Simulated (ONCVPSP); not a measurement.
**Logarithmic derivatives: W, ONCV**

* Element: tungsten (W)
* Generator: ONCVPSP 4.0.1
* Type: optimised norm-conserving Vanderbilt (ONCV)
* Functional: PBE
* Relativity: scalar-relativistic
* Frozen core: [Kr] 4d10 4f14
* Valence charge: 14
* Reference configuration: 5s2 5p6 5d4 6s1 6p1
* Partial waves: 5s+6s: rc 1.85 bohr, ncon 3, nbas 7, qcut 7.4 1/bohr, 3 projectors, debl 3.7 Ha; 5p+6p: rc 2.45 bohr, ncon 4, nbas 7, qcut 4.7 1/bohr, 2 projectors; 5d: rc 2.65 bohr, ncon 4, nbas 8, qcut 5.1 1/bohr, 1 projector
* Local potential: polynomial inside 1.45 bohr (lpopt 5, dvloc0 0 Ha)
* Core correction: none

The phase is arctan(r·R′/R) of the radial function R(r), unwrapped; energies in Ha, scanned from -4 to 5 Ha. A pole is an energy at which the radial function vanishes at the test radius. The pseudo phase is shifted by a multiple of π to meet the all-electron one at the reference energy, and phase errors are pseudo minus all-electron; the curves can meet again beyond the range given. Levels narrower than the energy grid can be missing from the lists of poles.

Task: For each channel, where are the poles, and over which energies does the pseudopotential scatter like the atom?

Result:

```tsv
channel	radius (bohr)	reference energy (Ha)	poles, all-electron	poles, pseudo	unbroken range about the reference energy with phases within 0.05 rad	phase error 1 Ha above the reference energy (rad)
s	1.87	-0.25	-2.73, 4.66	-2.73, 4.66	the whole range	+0.000
p	2.48	-0.08	-1.58, 2.32	-1.58, 2.23, 4.20	below 2.9	-0.001
d	2.70	-0.22	0.05, 3.07	0.05, 3.50	below 0.7	+0.058
```

Phases in the p channel:

```tsv
E (Ha)	all-electron	pseudo
-3.98	1.388	1.388
-3.50	1.370	1.370
-3.02	1.344	1.344
-2.54	1.301	1.301
-2.06	1.186	1.186
-1.58	-1.566	-1.566
-1.10	-1.855	-1.855
-0.62	-2.033	-2.033
-0.14	-2.474	-2.474
0.34	-3.707	-3.707
0.82	-4.344	-4.345
1.30	-4.544	-4.546
1.78	-4.641	-4.646
2.26	-4.706	-4.717
2.74	-4.761	-4.795
3.22	-4.821	-5.029
3.70	-4.911	-7.655
4.18	-5.116	-7.850
4.66	-6.122	-7.930
```
